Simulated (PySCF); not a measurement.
This PySCF input asks for the NMR shieldings of SMILES BC#CCCl, C$_{3}$H$_{4}$BCl; the geometry comes from GFN2-xTB.

```python
import basis_set_exchange as bse
import numpy as np
from pyscf import gto, dft
from pyscf.prop import nmr

atoms = """
B     1.753534    1.308184    0.450509
C     0.656786    0.435089   -0.062339
C    -0.219882   -0.297919   -0.465624
C    -1.283120   -1.120339   -0.964345
Cl   -2.546450   -0.127401   -1.799807
H     2.655222    0.824991    1.016980
H     1.694063    2.462590    0.279768
H    -1.785173   -1.643745   -0.148734
H    -0.911420   -1.835456   -1.700458
"""
names = dict.fromkeys(["B", "C", "Cl", "H"], "pcSseg-1")
basis = {el: gto.basis.parse(bse.get_basis(n, elements=[el], fmt="nwchem")) for el, n in names.items()}
mol = gto.M(atom=atoms, basis=basis, charge=0, verbose=0)
mf = dft.RKS(mol, xc="PBE0")
mf.grids.level = 2
mf.grids.alignment = dft.numint.BLKSIZE   # the property module wants whole blocks of grid points
mf.conv_tol = 1e-9
mf.kernel()

calc = nmr.RKS(mf)   # GIAO
C = mf.mo_coeff
Co = C[:, mf.mo_occ > 0]
resp = mf.gen_response(singlet=True, hermi=2)
def vind(x):   # induced exchange potential for any number of trial vectors
    d = np.einsum("pi,xij,qj->xpq", C, 2 * x.reshape(-1, C.shape[1], Co.shape[1]), Co, optimize=True)
    return np.einsum("xpq,pi,qj->xij", resp(d - d.transpose(0, 2, 1)), C, Co, optimize=True).ravel()
mo1, _ = nmr.rhf.solve_mo1(calc, with_cphf=vind)
sigma = calc.kernel(mo1)
for i, s in enumerate(sigma):   # ppm
    print("%2d %-2s %9.2f" % (i, mol.atom_pure_symbol(i), np.trace(s) / 3))
```

Q: Give the expected output.

A: 
```
 0 B      33.65
 1 C      75.08
 2 C      30.58
 3 C     147.48
 4 Cl    778.16
 5 H      24.92
 6 H      24.89
 7 H      26.93
 8 H      26.92
```

These numbers come from an equivalent density-fitted implementation of the same equations, which agrees with the script to about 0.01 ppm for H and up to a few tenths of a ppm for heavy atoms, so last digits may differ.

Size and cost of the density-fitted run: 112 basis functions, 10 s wall time on 1 thread of an Intel Xeon, shared host; peak memory 0.49 GiB.
